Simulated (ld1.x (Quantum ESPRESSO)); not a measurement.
**An all-electron radial function and its pseudo partner (manganese (Mn))**

Columns: radius, all-electron u(r) and pseudo u(r) of the 3p shell (level -58.52 eV) of manganese in the configuration [Ne] 3s2 3p6 3d5 4s1.5 4p0; PBE, scalar-relativistic, TM scheme, ld1.x (Quantum ESPRESSO) 7.5.

```json
{"r (bohr)": "0.130", "all-electron": "0.5789", "pseudo": "-0.0891"}
{"r (bohr)": "0.260", "all-electron": "0.2635", "pseudo": "-0.3262"}
{"r (bohr)": "0.390", "all-electron": "-0.3816", "pseudo": "-0.6314"}
{"r (bohr)": "0.520", "all-electron": "-0.8587", "pseudo": "-0.9063"}
{"r (bohr)": "0.650", "all-electron": "-1.0890", "pseudo": "-1.0762"}
{"r (bohr)": "0.780", "all-electron": "-1.1311", "pseudo": "-1.1185"}
{"r (bohr)": "0.910", "all-electron": "-1.0625", "pseudo": "-1.0586"}
{"r (bohr)": "1.040", "all-electron": "-0.9416", "pseudo": "-0.9411"}
{"r (bohr)": "1.170", "all-electron": "-0.8044", "pseudo": "-0.8044"}
{"r (bohr)": "1.300", "all-electron": "-0.6708", "pseudo": "-0.6708"}
{"r (bohr)": "1.430", "all-electron": "-0.5500", "pseudo": "-0.5500"}
{"r (bohr)": "1.560", "all-electron": "-0.4455", "pseudo": "-0.4455"}
{"r (bohr)": "1.690", "all-electron": "-0.3578", "pseudo": "-0.3578"}
{"r (bohr)": "1.820", "all-electron": "-0.2853", "pseudo": "-0.2853"}
{"r (bohr)": "1.950", "all-electron": "-0.2264", "pseudo": "-0.2264"}
{"r (bohr)": "2.080", "all-electron": "-0.1789", "pseudo": "-0.1789"}
{"r (bohr)": "2.210", "all-electron": "-0.1409", "pseudo": "-0.1409"}
{"r (bohr)": "2.340", "all-electron": "-0.1108", "pseudo": "-0.1108"}
{"r (bohr)": "2.470", "all-electron": "-0.0868", "pseudo": "-0.0868"}
{"r (bohr)": "2.600", "all-electron": "-0.0679", "pseudo": "-0.0679"}
{"r (bohr)": "2.730", "all-electron": "-0.0531", "pseudo": "-0.0531"}
{"r (bohr)": "2.860", "all-electron": "-0.0414", "pseudo": "-0.0414"}
{"r (bohr)": "2.990", "all-electron": "-0.0322", "pseudo": "-0.0322"}
{"r (bohr)": "3.120", "all-electron": "-0.0251", "pseudo": "-0.0251"}
{"r (bohr)": "3.250", "all-electron": "-0.0195", "pseudo": "-0.0195"}
{"r (bohr)": "3.380", "all-electron": "-0.0151", "pseudo": "-0.0151"}
```

Problem. How many radial nodes do the two functions have?

Solution. The all-electron 3p function has n − l − 1 = 1; the pseudo-wave has 0, since the states of the same l below it are removed with the core.

Problem. At about which radius was the pseudo-wave matched?

Solution. 1.25 bohr. The columns agree to 0.0005 from 1.04 bohr on; several derivatives are matched, so the curves merge somewhat inside the radius.

Problem. Is the pseudo-wave norm-conserving?

Solution. Yes: the TM scheme keeps the norm inside the radius equal to the all-electron one, which fixes the energy derivative of the logarithmic derivative at the level.
